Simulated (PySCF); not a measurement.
One molecule, one basis, several functionals.

Species: TMS, C4H12Si.
SMILES: `C[Si](C)(C)C`

PySCF, cc-pVDZ basis, density fitting, gas phase, GFN2-xTB geometry. One functional is left out:

```
functional  exact exchange (%)  HOMO energy (eV)  LUMO energy (eV)
     B97-D                   0             -6.85              0.93
      BLYP                   0             -6.71              0.76
      BP86                   0             -6.95              0.87
      OPBE                   0             -6.89              1.10
     B97-2                  21             -7.94              1.63
  mPW1PW91                  25             -8.21              1.65
 BHandHLYP                  50             -9.42              2.23
```

Task: Predict the row of B3LYP (20 % exact exchange) by straight lines through the other rows, and check it.

Result: 
| property | line | computed | computed − line | B97-2 (21 %), for comparison |
| --- | --- | --- | --- | --- |
| HOMO energy (eV) | -7.89 | -7.95 | -0.06 | -7.94 |
| LUMO energy (eV) | 1.48 | 1.25 | -0.23 | 1.63 |

Task: Which of these properties follows the share of exact exchange most closely, and which least?

Result: Most closely the HOMO energy, least the LUMO energy; the correlations over the tabulated rows are HOMO energy -0.997, LUMO energy 0.976. The HOMO energy moves by -0.518 eV for every 10 %. Functionals with the same share still differ in their other parts: at 0 % BLYP and BP86 differ by 0.24 eV in it.
